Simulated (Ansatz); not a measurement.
One geometry of GeH$_{7}$NSi (`N[SiH2][GeH3]`), several functionals.

```yaml
crystal:
  periodic: [false, false, false]
  atoms:
    - {symbol: N, position_ang: [-1.527365, 0.524901, -0.780940]}
    - {symbol: Si, position_ang: [0.132513, 0.793358, -0.405774]}
    - {symbol: Ge, position_ang: [0.892585, -0.998424, 0.961775]}
    - {symbol: H, position_ang: [-1.819000, -0.364501, -1.153108]}
    - {symbol: H, position_ang: [-2.077401, 1.273325, -1.171901]}
    - {symbol: H, position_ang: [0.220210, 2.085428, 0.325748]}
    - {symbol: H, position_ang: [1.053761, 0.900133, -1.579815]}
    - {symbol: H, position_ang: [0.601844, -2.351616, 0.282978]}
    - {symbol: H, position_ang: [0.194158, -1.002799, 2.332003]}
    - {symbol: H, position_ang: [2.411795, -0.910906, 1.191933]}
basis:
  gaussian: {orbitals: def2-TZVPP}
hamiltonian: {xc: {name: r2SCANh}, dispersion: d4}
output: {orbitals: {seedname: orbitals}}
```

```sh
$ ansatz run in.yaml --threads 2 --pin off --events-out ev --progress --plain --max-ram 4352MiB
```

Shortened log:

```
Functional definition: r2SCANh
1233 factors; their error is unknown
mean field evaluation 1: about -65992.5741 eV, gradient 6.1e1 eV
mean field evaluation 2: about -65980.2804 eV, gradient 9.0e1 eV
mean field evaluation 4: about -65999.1837 eV, gradient 2.5e0 eV
mean field evaluation 8: about -65999.2011 eV, gradient 7.5e-2 eV
mean field evaluation 16: about -65999.2988 eV, gradient 2.2e-5 eV
mean field -65999.29875274 eV, -2425.4294932318 hartree, gradient 2.2e-5 eV, S^2 0.000000; 0 other end points of the search recorded, 0 dependent functions left out
reference -65999.29876468 eV, -2425.4294936706 hartree; 30, 30 occupied and 189, 189 virtual orbitals, 1233 factors
Total energy: -65999.34669054 eV, -2425.4312549135 hartree
```

It took 7.5 s on 2 threads of an Arm Neoverse V1 on a shared host, with 0.53 GiB of host memory at the peak.

The same input with `hamiltonian: {xc: pbe, dispersion: d4}` and forces (abridged; 3.5 s):

```
Functional definition: PBE
mean field evaluation 16: about -65986.6026 eV, gradient 2.9e-4 eV
mean field -65986.60260991 eV, -2424.9629185883 hartree, gradient 4.6e-5 eV, S^2 0.000000
Total energy: -65986.78893851 eV, -2424.9697660382 hartree
Atom 0 force    -0.043280     0.000098     0.212139 eV/Å
Atom 1 force     0.190247    -0.027805     0.038899 eV/Å
Atom 2 force    -0.024378     0.064761    -0.039308 eV/Å
Atom 3 force    -0.108991    -0.293317    -0.133118 eV/Å
Atom 4 force    -0.200082     0.242875    -0.138289 eV/Å
Atom 5 force     0.006239     0.136807     0.077898 eV/Å
Atom 6 force     0.123581     0.015384    -0.117301 eV/Å
Atom 7 force    -0.023788    -0.131093    -0.057838 eV/Å
Atom 8 force    -0.062669    -0.008286     0.132956 eV/Å
Atom 9 force     0.143121     0.000573     0.023963 eV/Å
Dipole moment:    -0.231664     0.034852    -0.228467 e Å
```

With the line `hamiltonian: {xc: {name: wB97M-V}}` and forces (abridged; 17 s):

```
Functional definition: wB97M-V
mean field evaluation 16: about -65996.6097 eV, gradient 3.9e-5 eV
mean field -65996.60966606 eV, -2425.3306711191 hartree, gradient 3.9e-5 eV, S^2 0.000000
Total energy: -65996.60971893 eV, -2425.3306730619 hartree
Atom 0 force    -0.036653    -0.006315    -0.035714 eV/Å
Atom 1 force     0.207341     0.097942     0.033410 eV/Å
Atom 2 force     0.000612    -0.011173     0.002706 eV/Å
Atom 3 force    -0.011594     0.025052     0.008129 eV/Å
Atom 4 force     0.000838    -0.034311     0.007834 eV/Å
Atom 5 force    -0.010597    -0.144876    -0.082247 eV/Å
Atom 6 force    -0.111109    -0.014139     0.132872 eV/Å
Atom 7 force     0.019368     0.094479     0.048387 eV/Å
Atom 8 force     0.051754     0.000819    -0.099912 eV/Å
Atom 9 force    -0.109959    -0.007477    -0.015465 eV/Å
Dipole moment:    -0.224007     0.041707    -0.239289 e Å
```

The same input with `hamiltonian: {xc: pbe0, dispersion: d4}` (abridged; 4 s):

```
Functional definition: PBE0
mean field -65989.16949639 eV, -2425.0572499267 hartree, gradient 5.0e-5 eV, S^2 0.000000
Total energy: -65989.32771158 eV, -2425.0630642279 hartree
```

Changing it to `hamiltonian: {xc: lda}` (abridged; 1.6 s):

```
Functional definition: SPW92
mean field evaluation 16: about -65870.0810 eV, gradient 1.6e-4 eV
mean field -65870.08101812 eV, -2420.6808290712 hartree, gradient 5.3e-5 eV, S^2 0.000000
Total energy: -65870.08105894 eV, -2420.6808305716 hartree
```

With the line `hamiltonian: {xc: {name: BHLYP}, dispersion: d4}` (abridged; 4.4 s):

```
Functional definition: BHLYP
mean field evaluation 16: about -66000.0316 eV, gradient 3.9e-5 eV
mean field -66000.03160784 eV, -2425.4564251601 hartree, gradient 3.9e-5 eV, S^2 0.000000
Total energy: -66000.27893944 eV, -2425.4655144286 hartree
```
